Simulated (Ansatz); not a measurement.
`N[SiH2]O[SiH](N)O` + CH₄ → `C[SiH2]N` + `N[SiH](O)O`  (formal exchange of groups at the Si–O bond)

Program: Ansatz. Geometries: PBE0-D4/def2-TZVP. ΔE: electronic, gas phase. CBS: MP2 limit from def2 TZ/QZ plus the TZ coupled-cluster correction, frozen cores. This one scheme is used for every species. DFT in def2-TZVPP. One conformer a species, not always the lowest.

(1) Is it downhill or uphill in electronic energy at CCSD(T)/CBS, and by how much? (An estimate is asked.)

(2) What do these levels give: PBE-D4, r2SCAN-D4, ωB97X-V, ωB97M-V, PBE, r2SCAN, PBE0, HF/def2-TZVPP, SCS-MP2/def2-TZVPP, CCSD/def2-TZVPP, MP2/def2-QZVPP, CCSD/CBS(def2)? (Best estimate.)

Largest T1 diagnostic among the species: 0.011.

Answers

(1) Computed: Uphill: ΔE = +136.1 kJ/mol.

(2) The calculation gave: PBE-D4 126.9, r2SCAN-D4 137.8, ωB97X-V 135.9, ωB97M-V 136.7, PBE 119.8, r2SCAN 135.6, PBE0 124.1, HF/def2-TZVPP 141.8, SCS-MP2/def2-TZVPP 139.6, CCSD/def2-TZVPP 137.2, MP2/def2-QZVPP 138.2, CCSD/CBS(def2) 135.7 kJ/mol.

The D4 term adds +11.2 kJ/mol with B3LYP and +6.5 kJ/mol with PBE0; it sums over pairs of atoms, weighted by their polarisabilities, and B3LYP, whose exchange is more repulsive, gets the larger term. From PBE to PBE0 (25 % exact exchange), in def2-TZVPP and without D4, ΔE moves by +4.3 kJ/mol.

B3LYP here is the variant with VWN-RPA as its local correlation; programs differ in this.
